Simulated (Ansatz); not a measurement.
ClK, triplet, at the geometry of the source list (a higher spin typed on purpose: for a closed-shell molecule this is an excited state). Base run: PBE0/def2-SVP in Ansatz (a quantum-chemistry and plane-wave program).

Geometry (Å):
```xyz
2

K     -0.7928    -0.7002    -0.7446
Cl     0.7928     0.7002     0.7446
```
Charge 0, spin multiplicity 3.
Orbitals are unrestricted.
All else is at Ansatz's defaults.

Each row names what was changed in the base input (with any setting that the change needs).

```csv
change,basis functions,E (Eh)
base,42,-1059.48131
basis = 3-21G,30,-1054.47717
basis = 6-31G,42,-1059.64515
basis = pc-1,42,[?]
basis = pcseg-1,42,[?]
basis = def2-SV(P),42,-1059.48131
basis = 6-31G*,54,-1059.65118
basis = 6-31G**,54,-1059.65118
basis = 6-311G**,[?],[?]
basis = pcseg-2,67,-1059.73270
basis = def2-TZVPP,75,-1059.71372
"basis = 6-311+G(2d,p)",83,-1059.71166
basis = def2-QZVP,[?],[?]
```

Q: What belongs in the gaps?

A: 
- basis = pc-1, E (Eh): -1059.67021
- basis = pcseg-1, E (Eh): -1059.61405
- basis = 6-311G**, basis functions: 66
- basis = 6-311G**, E (Eh): -1059.71002
- basis = def2-QZVP, basis functions: 126
- basis = def2-QZVP, E (Eh): -1059.74089

Totals compare only among sets that treat the same electrons; sets with core potentials leave the core out.
